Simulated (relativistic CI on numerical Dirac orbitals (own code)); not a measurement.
## Fe III: computed level list

Computed by Dirac-Coulomb-Breit CI, KLI orbitals optimised for each configuration, model QED, valence Slater integrals scaled by 0.85, P86 correlation estimate, and configurations built on the next ion tied to the tabulated ionisation energy (semi-empirical) (own radial code, finite nucleus).

Configurations in the expansion (outside the closed core [Ne] 3s2): 3p6 3d6, 3p6 3d5 4s, 3p6 3d5 4p, 3p6 3d5 4d, 3p6 3d5 5s, 3p6 3d5 4f, 3p6 3d4 4s2, 3p6 3d5 5p, 3p6 3d4 4s 4p, 3p6 3d5 5d, 3p6 3d5 5f, 3p6 3d5 5g, 3p6 3d4 4p2, 3p6 3d4 4s 4d, 3p5 3d7. Levels of other configurations are missing.

The lowest level is 3p6 3d6 5D_4, with 99 % of that term; Hund's rules for 3p6 3d6 give 5D with J = 4, in agreement.

```
No.  Configuration  Term  J  E (cm⁻¹)    %  Next component (%)  Landé g
  1        3p6 3d6    5D  4       0.0   99                        1.500
  2        3p6 3d6    5D  3     410.9   99                        1.501
  3        3p6 3d6    5D  2     698.8   99                        1.501
  4        3p6 3d6    5D  1     883.6   99                        1.501
  5        3p6 3d6    5D  0     974.1   99                             
  6        3p6 3d6    3H  6   19295.4  100                        1.166
  7        3p6 3d6    3H  5   19540.3   99                1 3G    1.035
  8        3p6 3d6    3H  4   19724.1   98                1 3G    0.803
  9        3p6 3d6    3P  2   21118.0   99                        1.500
 10        3p6 3d6    3F  4   22049.9   95                4 3G    1.240
 11        3p6 3d6    3F  3   22286.2   97                3 3G    1.073
 12        3p6 3d6    3P  1   22325.9   99                        1.499
 13        3p6 3d6    3F  2   22451.9  100                        0.666
 14        3p6 3d6    3P  0   22815.4   99                1 1S         
 15        3p6 3d6    3G  5   24315.7   99                1 3H    1.198
 16        3p6 3d6    3G  4   24701.8   95                4 3F    1.056
 17        3p6 3d6    3G  3   24894.9   97                3 3F    0.759
 18        3p6 3d6    1I  6   29024.9  100                        1.000
 19        3p6 3d6    1G  4   30662.3   99                1 3F    1.001
 20        3p6 3d6    3D  1   31243.8   99                        0.500
 21        3p6 3d6    3D  2   31251.8   99                1 1D    1.166
 22        3p6 3d6    3D  3   31367.5   99                        1.333
 23     3p6 3d5 4s    7S  3   34467.0  100                        2.002
 24        3p6 3d6    1S  0   35441.6   99                1 3P         
 25        3p6 3d6    1D  2   38094.7   99                1 3D    1.001
 26        3p6 3d6    1F  3   43885.9   99                1 3F    1.000
 27     3p6 3d5 4s    5S  2   45321.7   99  1 3p6 3d4 4s 4d 5S    2.001
 28        3p6 3d6    3P  0   50722.9   99     1 3p6 3d5 4d 3P         
 29        3p6 3d6    3F  2   50956.7   99                        0.666
 30        3p6 3d6    3F  4   51037.6   99                        1.249
```

Energies count from the lowest computed level.

The mean weight of the leading LS term, summed over parents, in these 30 levels is 99 %, and that of the leading jj configuration (from the same eigenvectors) 51 %, so LS coupling describes them better.

Configurations that consist of the next ion and one excited electron were tied to the tabulated ionisation energy; Rydberg ones are usually within 1,000 to 3,000 cm⁻¹ and the lowest ones within about 6,000 (9,000 in d shells), while levels on excited terms of the next ion carry the error of that term, and the other configurations can be misplaced by 10,000 cm⁻¹ or more. Rates follow the energies as ν³ (E1, M1) or ν⁵ (E2), so rates, branching and lifetimes can be off by large factors. The fine structure of a lone outer electron comes out too small, for d and f at times inverted, and misplaced configurations move strength between like terms. 66 of the 69 excited levels that our extract of the measured tables holds in this range could be paired (the sources list more); they are missed by 2643 cm⁻¹ on average and 6107 at most, and levels without a partner can miss by more.

Landé's interval rule says that E(J) − E(J−1) = AJ with one A. For the ground term the intervals give A = -90.5, -92.4, -96.0, -102.7 cm⁻¹ for J = 1, 2, 3, 4; the multiplet is inverted.
